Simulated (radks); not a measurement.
All-electron atom: Br4+ in [Ar] 3d10 4s2 4p1. All-electron calculation, scalar-relativistic Kohn-Sham, BLYP, spin-unpolarised, spherical densities, finite nucleus; Fermi nuclear charge, rms radius 4.1629 fm. Program: a radial shooting solver on a logarithmic mesh with Libxc functionals. Some entries of the table are withheld. Estimate them.

| orbital | occ. | eigenvalue (eV) | r(max) (bohr) |
|---|---|---|---|
| 1s | 2 | -13376.60 | 0.02791 |
| 2s | 2 | -1788.035 | 0.1592 |
| 2p | 6 | -1583.901 | 0.1274 |
| 3s | 2 | -291.7234 | (1) |
| 3p | 6 | -227.2306 | 0.4806 |
| 3d | 10 | -120.4173 | 0.4298 |
| 4s | 2 | (2) | 1.345 |
| 4p | 1 | -52.3178 | 1.496 |
| 4d | 0 | -31.5190 | 1.966 |
| 5s | 0 | (3) | (4) |

Answer. 
(1) 3s r(max) (bohr): 0.4838
(2) 4s eigenvalue (eV): -67.3443
(3) 5s eigenvalue (eV): -27.8848
(4) 5s r(max) (bohr): 3.094
